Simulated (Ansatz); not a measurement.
Ansatz (a quantum-chemistry and plane-wave program) input (SVWN5/def2-TZVP):

Ansatz 0.2 input:
```yaml
crystal:
  periodic: [false, false, false]
  atoms:
    - {symbol: Ti, position_ang: [0.22658364, -0.14545538, 0.25196202]}
    - {symbol: O, position_ang: [1.07946960, -0.08201922, -1.12991807]}
    - {symbol: F, position_ang: [-1.51339967, 0.42846359, 0.38846444]}
basis:
  gaussian:
    orbitals: def2-TZVP
hamiltonian:
  xc: {name: SVWN5}
magnetization: {spin_polarized: true, initial_magnetization: 1}
relax: {f_tol: 0.003, max_steps: 100}
```

End of the output:

```
these checks for a lower state are left out or cut short: starts, cluster_reference, orbital_swaps, neighbouring_geometries, increment
integrals: 0.03 GiB planned
720 factors; their error is unknown
mean field: 0.31 GiB planned
mean field evaluation 128: about -27796.9190 eV, gradient 2.0e-5 eV
mean field -27796.91900934 eV, -1021.5179321650 hartree, gradient 2.0e-5 eV, S^2 0.753813; 0 other end points of the search recorded, 0 dependent functions left out
the calculation of the forces begins
reference -27796.91905759 eV, -1021.5179339380 hartree; 20, 19 occupied and 87, 88 virtual orbitals, 720 factors
relax step   5: F+E_penalty+E_count = -27796.91900934 eV  Δ(F+E_penalty+E_count) = -2.717e-3 eV  max|allowed force component| = 5.888e-3 eV/Å  Δτ_max = 0.0063 Å  (42 SCF iters, accepted)
these checks for a lower state are left out or cut short: starts, cluster_reference, orbital_swaps, neighbouring_geometries, increment
integrals: 0.03 GiB planned
720 factors; their error is unknown
mean field: 0.31 GiB planned
mean field -27796.91901031 eV, -1021.5179322004 hartree, gradient 1.9e-5 eV, S^2 0.753811; 0 other end points of the search recorded, 0 dependent functions left out
the calculation of the forces begins
reference -27796.91905855 eV, -1021.5179339734 hartree; 20, 19 occupied and 87, 88 virtual orbitals, 720 factors
relax step   6: F+E_penalty+E_count = -27796.91901031 eV  Δ(F+E_penalty+E_count) = -9.629e-7 eV  max|allowed force component| = 3.710e-4 eV/Å  Δτ_max = 0.0003 Å  (28 SCF iters, accepted)
integrals: 0.03 GiB planned
720 factors; their error is unknown
mean field: 0.31 GiB planned
mean field evaluation 160: about -27786.6861 eV, gradient 5.5e1 eV
mean field evaluation 192: about -27796.7012 eV, gradient 2.0e0 eV
mean field -27796.91901031 eV, -1021.5179322004 hartree, gradient 1.9e-5 eV, S^2 0.753811; 6 other end points of the search recorded, 0 dependent functions left out
the calculation of the forces begins
reference -27796.91905855 eV, -1021.5179339734 hartree; 20, 19 occupied and 87, 88 virtual orbitals, 720 factors
Total energy: -27796.91905855 eV, -1021.5179339734 hartree
Atom 0 at     0.256693    -0.178082     0.336163 Å, force    -0.000371     0.000070     0.000230 eV/Å
Atom 1 at     0.937837    -0.038711    -1.105806 Å, force     0.000104     0.000025    -0.000234 eV/Å
Atom 2 at    -1.401876     0.417782     0.280152 Å, force     0.000267    -0.000094     0.000004 eV/Å
Dipole moment:     0.353514    -0.337289     0.814012 e Å
```

The spin state was set by rule; other spins were not relaxed.
